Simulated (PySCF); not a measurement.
Ligand exchange on a metal centre used in film growth or etching (Zr Cl-F). Isolated molecules, 0 K electronic values unless said otherwise.

The numbers are results of B3LYP-D3(BJ)/def2-TZVP // r2SCAN-D4/def2-SVP (PySCF), not measurements. B3LYP has the VWN-RPA correlation part, as in Gaussian. 

| species | charge on the central atom (Mulliken) (e) |
|---|---|
| 0 of 4 Cl replaced by F ([Zr(Cl)4]) | 1.32 |
| 1 of 4 Cl replaced by F ([Zr(Cl)3(F)]) | 1.46 |
| 2 of 4 Cl replaced by F ([Zr(Cl)2(F)2]) | 1.58 |
| 3 of 4 Cl replaced by F | [?] |

### Question
Some entries are withheld; supply them.

### Answer

- 3 of 4 Cl replaced by F, charge on the central atom (Mulliken) (e): 1.70
